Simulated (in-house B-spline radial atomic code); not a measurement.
# Sn+: [Kr] 4d10 5s2 5p1

Computed with an all-electron radial atomic-structure program (B-spline basis): non-relativistic HSE06, spin-polarised, spherical fractional occupations, point nucleus.

Effective charges: Z_r = [3n² - l(l+1)]/(2<r>) from the radius, Z_e = n√(-2ε) from the energy, and Slater's rules. Values are occupation-weighted means over spin.

```csv
shell,electrons,ε (eV),<r> (bohr),Z_r,Z_e,Slater
1s,2,-28069,0.03042,49.31,45.42,49.70
2s,2,-4170.8,0.1314,45.67,35.02,45.85
2p,6,-3899.3,0.1121,44.60,33.86,45.85
3s,2,-818.26,0.352,38.36,23.27,38.75
3p,6,-705.9,0.3431,36.43,21.61,38.75
3d,10,-498.36,0.3144,33.40,18.16,28.85
4s,2,-138.49,0.8492,28.26,12.76,22.25
4p,6,-100.56,0.8997,25.56,10.87,22.25
4d,10,-37.608,1.084,19.37,6.65,10.85
5s,2,-17.602,2.404,15.60,5.69,6.00
5p,1,-10.558,2.955,12.35,4.40,6.00
```

The least bound orbital is 5p up at -10.56 eV, and it is also the most diffuse (<r> = 2.955 bohr).

Caution: exact exchange at fractional occupations of open shells leaves self-interaction of up to several eV.
